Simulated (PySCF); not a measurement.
**Excitation energy of Co by level of theory**

Co [Ar] 3d7 4s2 (4F) → Co [Ar] 3d7 4s1 4p1 (high-spin determinant), as a difference of total energies. Calculation: PySCF 2.14, in x2c-QZVPPall; scalar relativity by spin-free X2C-1e. Correlated levels: valence: [Ar] frozen; valence and next inner shell: [Ne] frozen. The calculations carry no spin-orbit coupling.

```tsv
method	excitation energy (eV)
UHF	1.798
LDA	3.294
PBE	3.071
PBE0	2.839
r2SCAN	2.753
MP2 (valence)	2.771
SCS-MP2 (valence)	3.020
MP2 (valence and next inner shell)	2.868
SCS-MP2 (valence and next inner shell)	3.046
```

Q: How much does correlation contribute at MP2 (valence and next inner shell)?

A: 2.868 − (1.798) = 1.070 eV, measured against UHF.

A first-order spin-orbit estimate (lowest level to lowest level, LS coupling) adds 0.018 eV.

The basis was made for the ground configuration and has no added diffuse functions, so the excitation energy can come out too high.

The determinant of the upper state mixes LS terms, which raises its energy above the lowest term, most at the Hartree-Fock and MP2 levels.
